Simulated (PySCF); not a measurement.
CH7InN2O, singlet, at a GFN2-xTB geometry (such geometries of metal compounds can be far from the true shape) (all electrons, no relativity); CASSCF(6,5)/STO-3G (PySCF).

The PySCF input:
```python
from pyscf import gto, scf, mcscf, mp
import numpy

mol = gto.M(
    atom='''
In   -0.041599    0.014262    0.336723
O     0.817634   -0.480486   -1.401592
C     0.446133    0.036503   -2.651179
H     0.225175    1.110327   -2.617736
H     1.290163   -0.117348   -3.332242
H    -0.429889   -0.484371   -3.052798
N    -1.445056    1.531908    0.283629
H    -1.095079    2.331658   -0.237119
H    -1.649774    1.859324    1.221908
N     0.386266   -1.369250    1.801222
H     0.787467   -0.932288    2.626390
H     1.103964   -1.979854    1.418017
''',
    basis='sto-3g',
    charge=0,
    spin=0,
    verbose=4,
)

mf = scf.RHF(mol)
mf.kernel()
mc = mcscf.CASSCF(mf, 5, 6)
mc.fix_spin_(ss=0.0)
noons, natorbs = mcscf.addons.make_natural_orbitals(mp.MP2(mf).run())
mc.kernel(natorbs)
occ = numpy.linalg.eigvalsh(mc.fcisolver.make_rdm1(mc.ci, mc.ncas, mc.nelecas))[::-1]
ss = mc.fcisolver.spin_square(mc.ci, mc.ncas, mc.nelecas)[0]
print('natural occupations', occ.round(4), ' <S^2>', round(ss, 4))
```

Question: Write the output that PySCF gives for this input, abridged.

Answer: 
```
PySCF version 2.14.0

[INPUT] verbose = 4
[INPUT] num. atoms = 12
[INPUT] num. electrons = 84
[INPUT] charge = 0
[INPUT] spin (= nelec alpha-beta = 2S) = 0
[INPUT] symmetry False subgroup None
[INPUT] Mole.unit = angstrom
[INPUT] Symbol           X                Y                Z      unit          X                Y                Z       unit  Magmom
[...]
nuclear repulsion = 494.948984762911
number of shells = 30
number of NR pGTOs = 162
number of NR cGTOs = 54
basis = sto-3g
ecp = {}

******** <class 'pyscf.scf.hf.RHF'> ********
method = RHF
initial guess = minao
damping factor = 0
level_shift factor = 0
DIIS = <class 'pyscf.scf.diis.CDIIS'>
diis_start_cycle = 1
diis_space = 8
diis_damp = 0
SCF conv_tol = 1e-09
SCF conv_tol_grad = None
SCF max_cycles = 50
direct_scf = True
direct_scf_tol = 1e-13
Set gradient conv threshold to 3.16228e-05
Initial guess from minao.
init E= -5890.39356330807
[...]
cycle= 1 E= -5905.50321476236  delta_E= -15.1  |g|= 0.687  |ddm|= 4.21
[...]
cycle= 2 E= -5905.68191054512  delta_E= -0.179  |g|= 0.208  |ddm|= 1.23
[...]
cycle= 3 E= -5905.69952778399  delta_E= -0.0176  |g|= 0.0588  |ddm|= 0.389
[...]
cycle= 4 E= -5905.70131478245  delta_E= -0.00179  |g|= 0.0138  |ddm|= 0.118
[...]
cycle= 5 E= -5905.70146751775  delta_E= -0.000153  |g|= 0.00436  |ddm|= 0.0422
[...]
cycle= 6 E= -5905.70148534074  delta_E= -1.78e-05  |g|= 0.00138  |ddm|= 0.015
[...]
cycle= 7 E= -5905.70148772648  delta_E= -2.39e-06  |g|= 0.000263  |ddm|= 0.00705
[...]
cycle= 8 E= -5905.70148781392  delta_E= -8.74e-08  |g|= 8.66e-05  |ddm|= 0.00115
[...]
cycle= 9 E= -5905.70148782336  delta_E= -9.44e-09  |g|= 2.5e-05  |ddm|= 0.000393
[...]
cycle= 10 E= -5905.7014878241  delta_E= -7.31e-10  |g|= 8.28e-06  |ddm|= 0.0001
[...]
Extra cycle  E= -5905.70148782417  delta_E= -7.09e-11  |g|= 4.19e-06  |ddm|= 2.31e-05
converged SCF energy = -5905.70148782417

******** <class 'pyscf.mp.mp2.RMP2'> ********
nocc = 42, nmo = 54
E(RMP2) = -5905.91947992528  E_corr = -0.217992101117001
E(SCS-RMP2) = -5905.93528530451  E_corr = -0.233797480344293
E_corr(same-spin) = -0.0320688934570487
E_corr(oppo-spin) = -0.185923207659953

******** <class 'pyscf.mcscf.mc1step.CASSCF'> ********
CAS (3e+3e, 5o), ncore = 39, nvir = 10
max_cycle_macro = 50
max_cycle_micro = 4
conv_tol = 1e-07
conv_tol_grad = None
orbital rotation max_stepsize = 0.02
orbital rotation threshold for CI restart = 0.01
augmented hessian ah_max_cycle = 30
augmented hessian ah_conv_tol = 1e-12
[...]
CASCI E = -5905.71138990337  S^2 = 0.0000000
[...]
macro iter  10 (  7 JK    2 micro), CASSCF E = -5905.74432259810  dE = -5.88947250e-05  S^2 = 0.0000000
               |grad[o]|=0.000824  |grad[c]|=0.00533  |ddm|=0.000533  |maxRot[o]|=0.0699
macro iter  11 ( 10 JK    3 micro), CASSCF E = -5905.74431236812  dE =  1.02299773e-05  S^2 = 0.0000000
               |grad[o]|=0.000327  |grad[c]|=0.00203  |ddm|=0.000766  |maxRot[o]|=0.0435
macro iter  12 ( 21 JK    4 micro), CASSCF E = -5905.74431980640  dE = -7.43827695e-06  S^2 = 0.0000000
               |grad[o]|=0.000324  |grad[c]|=0.00151  |ddm|=0.000366  |maxRot[o]|=0.0548
macro iter  13 ( 12 JK    3 micro), CASSCF E = -5905.74432458842  dE = -4.78201673e-06  S^2 = 0.0000000
               |grad[o]|=0.000285  |grad[c]|=0.00435  |ddm|=0.00107  |maxRot[o]|=0.082
macro iter  14 ( 12 JK    3 micro), CASSCF E = -5905.74431622353  dE =  8.36489016e-06  S^2 = 0.0000000
               |grad[o]|=0.000264  |grad[c]|=0.00293  |ddm|=0.000841  |maxRot[o]|=0.0464
macro iter  15 ( 21 JK    4 micro), CASSCF E = -5905.74432350362  dE = -7.28008945e-06  S^2 = 0.0000000
               |grad[o]|=0.000421  |grad[c]|=0.00298  |ddm|=0.000654  |maxRot[o]|=0.0682
macro iter  16 ( 20 JK    4 micro), CASSCF E = -5905.74431946333  dE =  4.04028833e-06  S^2 = 0.0000000
               |grad[o]|=0.000258  |grad[c]|=0.00135  |ddm|=0.000123  |maxRot[o]|=0.0374
macro iter  17 ( 12 JK    2 micro), CASSCF E = -5905.74432369744  dE = -4.23411439e-06  S^2 = 0.0000000
               |grad[o]|=0.000293  |grad[c]|=0.000322  |ddm|=0.000127  |maxRot[o]|=0.0168
macro iter  18 (  7 JK    2 micro), CASSCF E = -5905.74432843087  dE = -4.73342698e-06  S^2 = 0.0000000
               |grad[o]|=0.000174  |grad[c]|=0.000739  |ddm|=0.000133  |maxRot[o]|=0.0263
macro iter  19 (  5 JK    1 micro), CASSCF E = -5905.74432910896  dE = -6.78090146e-07  S^2 = 0.0000000
               |grad[o]|=8.13e-05  |grad[c]|=0.000276  |ddm|=4.11e-05  |maxRot[o]|=0.0119
macro iter  20 (  1 JK    1 micro), CASSCF E = -5905.74432910950  dE = -5.38420863e-10  S^2 = 0.0000000
               |grad[o]|=2.61e-05  |grad[c]|=2.66e-05  |ddm|=1.73e-05  |maxRot[o]|=    0
1-step CASSCF converged in  20 macro (308 JK  64 micro) steps
CASSCF canonicalization
Density matrix diagonal elements [1.97665126 1.99571781 1.96990165 0.03014087 0.02758841]
CASSCF energy = -5905.74432910950
CASCI E = -5905.74432910950  E(CI) = -12.5572593739098  S^2 = 0.0000000
natural occupations [1.9984 1.9746 1.9717 0.0289 0.0264]  <S^2> 0.0
```
